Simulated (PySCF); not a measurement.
# Broadened absorption spectrum of C7H4ClFO

Species: C7H4ClFO.
Structure used (GFN2-xTB), in Å, numbered top down from 1:
```xyz
14
C7H4ClFO angstrom
O      2.947    1.304   -0.357
C      2.341    0.296   -0.225
F      3.028   -0.887   -0.189
C      0.898    0.099   -0.086
C      0.333   -1.168    0.060
C     -1.035   -1.303    0.188
C     -1.840   -0.171    0.169
Cl    -3.545   -0.341    0.329
C     -1.290    1.097    0.024
C      0.077    1.229   -0.103
H      0.966   -2.042    0.073
H     -1.481   -2.279    0.301
H     -1.931    1.964    0.011
H      0.530    2.202   -0.218
```

Computed, not measured: TDDFT wB97X-D/def2-SVPD, vertical, gas phase, core orbitals frozen in the response in PySCF.

Broadening: Gaussians 0.5 eV wide at half height, area fixed by f = 4.319×10⁻⁹ ∫ε dν̃. The cross-section is σ = 3.8235×10⁻²¹ ε cm², given in Mb (10⁻¹⁸ cm²). The width is an assumption, not a result. The curve ends short of the highest state used, and states not computed would add to its high-energy end.

```tsv
E (eV)	σ (Mb)
4.34	0.01
4.40	0.02
4.46	0.06
4.52	0.15
4.58	0.36
4.64	0.81
4.70	1.74
4.76	3.51
4.81	5.99
4.87	10.70
4.93	17.84
4.99	27.71
5.05	40.01
5.11	53.60
5.17	66.58
5.23	76.60
5.29	81.55
5.35	80.30
5.41	73.10
5.47	61.51
5.52	50.14
5.58	36.50
5.64	24.57
5.70	15.35
5.76	9.06
5.82	5.39
5.88	3.91
5.94	4.31
6.00	6.48
6.06	10.44
6.12	16.19
6.18	23.46
6.23	30.20
6.29	38.30
6.35	45.51
6.41	51.27
6.47	55.86
6.53	60.47
6.59	66.81
6.65	76.29
6.71	89.12
6.77	103.77
6.83	117.16
6.89	125.64
```

(1) Where are the band maxima, and which computed states make them?

(2) Coming from long wavelengths, where does ε first pass 100 L mol⁻¹ cm⁻¹?

(3) On this curve, what absorbance would a 10⁻³ mol/L sample give at 254 nm over a 1 cm path?

Answers

(1) 234 nm (5.31 eV), ε about 21000, made up of S2 (98%) (ε in L mol⁻¹ cm⁻¹; maxima over ε = 5, shares over 10%). At its high-energy end, 6.89 eV, the curve is still rising (ε about 33000, from S6). The states used: S1 5.09 eV (f 0.013); S2 5.31 eV (f 0.389); S3 5.42 eV (f 0.0001); S4 6.43 eV (f 0.222); S5 6.71 eV (f 0.0000); S6 6.94 eV (f 0.603); S7 7.10 eV (f 0.0002); S8 7.49 eV (f 0.0000).

(2) At about 270 nm (4.59 eV), 0.51 eV below S1.

(3) 254 nm is 4.881 eV, where ε is about 3100 L mol⁻¹ cm⁻¹, so A = ε c l ≈ 3.1 (Beer–Lambert, with the gas-phase spectrum and the assumed width).

One conformer stands for the species.
